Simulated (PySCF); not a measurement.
CHS2, SMILES C(=S)=[SH+], charge +1. The structure is a stationary point at PBE-D3(BJ)/def2-TZVP. The isomer is the one that the SMILES or the coordinates give; other isomers of the formula were not compared.

Computed with PBE-D3(BJ)/def2-TZVP in PySCF 2.14.0.

Harmonic wavenumbers (cm⁻¹): 313, 365, 611, 891, 1544, 2500. Rotational constants (GHz): 275.2, 3.113, 3.078; symmetry number 1.

Task: Work out the zero-point energy and the ideal-gas rigid-rotor harmonic-oscillator thermochemistry at 298.15 K and 1 atm.

Result: ZPE = ½ Σ hcν = ½ × 6224 cm⁻¹ = 37.23 kJ/mol. H − E(el) = 49.67 kJ/mol. Entropy in J/(mol K): translation 162.94, rotation 93.41, vibration 12.69, total 269.04. G − E(el) = -30.54 kJ/mol. Cp = 53.26 J/(mol K).
